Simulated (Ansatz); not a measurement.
Cost and result up the ladder for Hg3Se4 (7 atoms). Total charge 0; singlet. Geometry: PBE-D4/def2-SVP.

```xyz
7

Hg    0.469    1.510    0.203
Hg   -0.027   -1.803    0.583
Hg   -1.403    1.002   -2.484
Se   -0.918   -0.743    2.722
Se   -1.661    1.230    1.614
Se    2.436    0.315   -0.945
Se    1.104   -1.510   -1.693
```

Ansatz on 4 threads of Arm Neoverse V2 on a shared host. Times are rough, and most runs start from the orbitals of an earlier one. PBE0-D4/def2-TZVP serves as the yardstick here, not as an exact answer. Binding counts from free atoms at the same level (Hg singlet, Se triplet; other spins of the atoms weren't run), without zero-point energy or a counterpoise term.

In the def2 sets Hg takes a core potential; there is no spin–orbit coupling. Correlated methods freeze 36 core orbitals; core or outer-core shells of Hg, Se are correlated, in sets that lack core-valence functions. Another isomer (singlet) lies 1.07 eV lower at PBE0-D4/def2-TZVP; other spin states weren't run for this one.

Correlated methods converge slowly with the basis.

```tsv
level	functions	wall time
PBE-D4/def2-TZVP (with forces)	321	11 s
BLYP-D4/def2-TZVP	321	11 s
HF/def2-TZVP	321	15 s
r2SCAN-D4/def2-TZVP	321	20 s
PBE0-D4/def2-TZVP	321	26 s
MP2/def2-TZVP	321	27 s
```

**Question.** Estimate what each level gives for the binding energy per atom (eV).

**Answer.** 
```
                         level  binding energy per atom (eV)  difference from PBE0-D4/def2-TZVP (eV)
PBE-D4/def2-TZVP (with forces)                          1.53                                    0.11
             BLYP-D4/def2-TZVP                          1.39                                   -0.03
                  HF/def2-TZVP                          0.42                                   -1.01
           r2SCAN-D4/def2-TZVP                          1.46                                    0.03
             PBE0-D4/def2-TZVP                          1.43                                    0.00
                 MP2/def2-TZVP                          1.34                                   -0.08
```
